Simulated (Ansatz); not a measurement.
Consider the ligand exchange at the Si–C bond: `FC[SiH2]F` + `[SiH3]N[SiH3]` → `F[SiH2]N([SiH3])[SiH3]` + `CF`.

Program: Ansatz. Geometries: PBE0-D4/def2-TZVP. ΔE: electronic, gas phase. CCSD(T)/CBS is the MP2 limit (def2-TZVPP, def2-QZVPP) plus CCSD(T) − MP2 in def2-TZVPP, frozen cores. This one scheme is used for every species. Functionals use def2-TZVPP. One conformer a species, not always the lowest.

`FC[SiH2]F`:

Z-matrix (Å, degrees):
```
C
Si 1 1.881
F 1 1.389 2 111.3
H 1 1.097 2 109.9 3 -120.2
H 1 1.096 2 111.2 3 121.0
F 2 1.598 1 109.8 3 -69.4
H 2 1.485 1 108.3 3 172.6
H 2 1.481 1 110.8 3 50.0
```

`[SiH3]N[SiH3]`:

```xyz
10

Si    0.463    0.801   -1.257
N     0.148    0.463    0.405
Si   -0.521   -0.960    1.115
H    -0.175   -0.274   -2.057
H     1.919    0.836   -1.568
H    -0.101    2.123   -1.647
H     0.448    1.175    1.058
H    -1.030   -1.809    0.010
H    -1.633   -0.619    2.044
H     0.483   -1.735    1.897
```

`F[SiH2]N([SiH3])[SiH3]`:

```xyz
13

F    -0.425   -2.124   -1.659
Si   -0.326   -0.529   -1.616
N     0.009    0.028   -0.031
Si   -1.275    0.686    0.949
Si    1.605   -0.104    0.657
H     0.758   -0.157   -2.551
H    -1.647    0.005   -2.023
H    -1.654    2.052    0.503
H    -2.475   -0.185    0.889
H    -0.772    0.758    2.347
H     1.618   -1.049    1.804
H     2.513   -0.602   -0.408
H     2.073    1.222    1.139
```

`CF`:

Z-matrix (Å, degrees):
```
C
F 1 1.376
H 1 1.092 2 109.1
H 1 1.092 2 109.1 3 -120.0
H 1 1.092 2 109.1 3 120.0
```

Is it downhill or uphill in electronic energy at CCSD(T)/CBS, and by how much? (Best estimate.)

Computed: Downhill: ΔE = -102.6 kJ/mol.

What do these levels give: BLYP-D4, CAM-B3LYP-D4, B2PLYP, CAM-B3LYP, HF/def2-TZVPP, CCSD(T)/def2-TZVPP? (An estimate is asked.)

The calculation gave: BLYP-D4 -94.8, CAM-B3LYP-D4 -97.1, B2PLYP -95.9, CAM-B3LYP -90.3, HF/def2-TZVPP -98.9, CCSD(T)/def2-TZVPP -103.2 kJ/mol.

Largest T1 diagnostic among the species: 0.012.

From BLYP to BHLYP (50 % exact exchange), in def2-TZVPP and without D4, ΔE moves by −12.9 kJ/mol. In def2-TZVPP, CCSD(T) changes the Hartree–Fock value by −4.3 kJ/mol (the triples alone add −1.3 kJ/mol) and MP2 by −8.9 kJ/mol. The D4 term adds −11.1 kJ/mol with B3LYP and −6.2 kJ/mol with PBE0; it sums over pairs of atoms, weighted by their polarisabilities, and B3LYP, whose exchange is more repulsive, gets the larger term.

B3LYP here is the variant with VWN-RPA as its local correlation; programs differ in this.
